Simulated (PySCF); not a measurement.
Gas-phase thermal properties of Ga(CH3)3

Method: PySCF energies plus ideal-gas RRHO corrections (1 bar). 6-31G* has spherical d functions here. All species are closed-shell singlets. B3LYP is the form with VWN-RPA correlation. Ga: all electrons, no relativistic terms. Methyl groups turn as free rotors in Ga(CH3)3. The harmonic model lacks anharmonicity and excited electronic states, which grow with temperature; levels with a mode under 35 cm⁻¹ are left out.

```csv
level,point group,σ,ZPE (kJ/mol),S°298 (J/mol/K),Cp298 (J/mol/K),S°1000 (J/mol/K),H1000 − H298 (kJ/mol)
B3LYP/6-31G*,D3h,6,280.7,356.1,108.5,547.0,117.9
HF/6-31G*,D3h,6,296.7,352.0,104.1,535.9,113.8
PBE/def2-SVP,D3h,6,269.7,359.0,112.8,556.1,121.5
PBE0/def2-TZVP,D3h,6,278.2,356.3,109.8,549.2,119.1
```
σ: rotational symmetry number. Electronic degeneracy used: 1. Frequencies are unscaled.
